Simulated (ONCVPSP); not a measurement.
## Pseudopotential generation for nitrogen: ONCV, PW91, scalar-relativistic.

* Element: nitrogen
* Generator: ONCVPSP 4.0.1
* Type: optimised norm-conserving Vanderbilt (ONCV)
* Functional: PW91
* Relativity: scalar-relativistic
* Frozen core: [He]
* Valence charge: 5
* Reference configuration: 2s2 2p3
* Partial waves: 2s: rc 0.80 bohr, ncon 4, nbas 8, qcut 6.3 1/bohr, 2 projectors, debl 2.5 Ha; 2p: rc 2.55 bohr, ncon 5, nbas 9, qcut 4.8 1/bohr, 2 projectors, debl 3.7 Ha; d scattering state at 0.45 Ha: rc 2.45 bohr, ncon 4, nbas 8, qcut 3.6 1/bohr, 2 projectors, debl 1.1 Ha
* Local potential: polynomial inside 0.60 bohr (lpopt 5, dvloc0 0 Ha)
* Core correction: Teter function, fcfact 2, rcfact 1.5

All-electron outer shells of the reference configuration (PW91, scalar-relativistic, ld1.x):

```csv
shell,level (eV),outermost node (bohr),outermost maximum (bohr)
1s,-385.08,–,0.15
2s,-18.63,0.32,1.02
2p,-7.16,–,0.97
```

Problem. Estimate the cutoffs (Ha) at which the residual kinetic energy of the hardest occupied pseudo-wave falls to 1 and 0.1 mHa per electron.

Solution. 57 Ha and 219 Ha.

Problem. Does the potential have ghost states?

Solution. Ghosts flagged at negative energy: p at -102.1 eV, d at -16.3 eV; no localised positive-energy state flagged. A true bound ghost makes a file unfit for plane-wave use.

Problem. Which valence shell sets the plane-wave cutoff?

Solution. 2s: 57 Ha for 1 mHa per electron, against 10 Ha for 2p.

Problem. Tests: 2s2 2p2; 2s2 2p1; 2s2 2p0; 2s1 2p3. Which has the largest error in its energy relative to the reference configuration, and how large is it?

Solution. 2s2 2p0, with +4272 meV (all-electron minus pseudo) on +89.81 eV.
